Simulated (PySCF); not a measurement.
C₃H₁₂AlAs.
Cartesian coordinates in Å at the PBE0-D3(BJ)/def2-SVP level; atoms count from 1:
```xyz
17
C3H12AlAs angstrom
C     -1.5753   -0.9911    0.2686
C     -1.6443    0.5250    0.3659
C     -0.6015    1.2616   -0.4670
As     1.2470    0.9310    0.0972
Al     2.3552   -1.3973   -0.2308
H     -2.3799   -1.4587    0.8548
H     -1.6797   -1.3287   -0.7745
H     -0.6216   -1.3920    0.6483
H     -1.5648    0.8407    1.4209
H     -2.6368    0.8703    0.0289
H     -0.6459    0.9455   -1.5219
H     -0.7623    2.3491   -0.4377
H      1.2327    1.5631    1.4723
H      1.9476    2.0578   -0.6266
H      1.7660   -1.6330   -1.7062
H      3.8845   -0.9420   -0.0871
H      1.6718   -2.1891    0.9836
```

The closed-shell ground state was solved at several levels (PySCF, density fitting, gas phase). The calculation is non-relativistic and has no spin–orbit coupling, an omission that weighs most on arsenic.

```tsv
level	basis functions	total energy (Eh)	HOMO (eV)	LUMO (eV)	gap (eV)	dipole (D)
PBE0/pcSseg-1	176	-2599.0180	-7.61	-0.22	7.39	5.03
mPW1PW91/pcSseg-1	176	-2599.7223	-7.65	-0.22	7.43	5.01
```

(1) Estimate the row for B3LYP/def2-SVPD, a basis of 218 functions; the other rows only guide the guess.

(2) Over all these levels, which gives the widest orbital gap and which the narrowest?

(3) How far do the dipole and the HOMO energy spread over the levels?

Results:

(1) Total energy -2599.4615 Eh, HOMO -7.42 eV, LUMO -0.61 eV, gap 6.81 eV, dipole 4.80 D.

(2) mPW1PW91/pcSseg-1 (global hybrid, 25 % exact exchange) has the widest, 7.43 eV, and B3LYP/def2-SVPD (global hybrid, 20 % exact exchange) the narrowest, 6.81 eV. Functional and basis both differ between the two, so the spread mixes both effects.

(3) The dipole runs from 4.80 to 5.03 D (mean 4.95 D) and the HOMO from -7.65 to -7.42 eV.

One conformer stands for the species.
